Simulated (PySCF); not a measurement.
A structure optimised at PBE-D3(BJ)/def2-SVP, used in a PySCF frequency run:

```
Si
H 1 1.5029
Se 1 2.2964 2 114.23
H 3 1.4888 1 93.02 2 -74.92
Se 1 2.2967 2 103.22 3 116.04
H 5 1.4860 1 92.05 2 176.16
Se 1 2.3007 2 110.19 5 125.07
H 7 1.4883 1 92.61 2 -42.97
```
Charge 0, spin multiplicity 1.

### Question
Write its SMILES and formula.

### Answer
[SeH][SiH]([SeH])[SeH], H4Se3Si

### Question
What are its rotational constants (standard atomic weights)?

### Answer
0.92694, 0.79785, 0.44529 GHz
